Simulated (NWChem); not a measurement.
# SrO; SMILES [O]=[Sr]

All runs: NWChem. def2 effective core potentials on Sr; no spin-orbit coupling. Each level has its own optimisation; frequencies are unscaled.

| level | basis functions | r O–Sr (Å) | highest harmonic frequency (cm⁻¹) | zero-point energy (kcal/mol) |
|---|---|---|---|---|
| Hartree-Fock/def2-SVP | 37 | 1.957 | 743 | 1.1 |
| Hartree-Fock/def2-SVPD | 49 | 1.968 | 729 | 1.0 |
| Hartree-Fock/def2-TZVP | 64 | 1.914 | 722 | 1.0 |
| Hartree-Fock/def2-TZVPD | 73 | 1.917 | 718 | 1.0 |
| Hartree-Fock/def2-TZVPP | 71 | 1.900 | 725 | 1.0 |
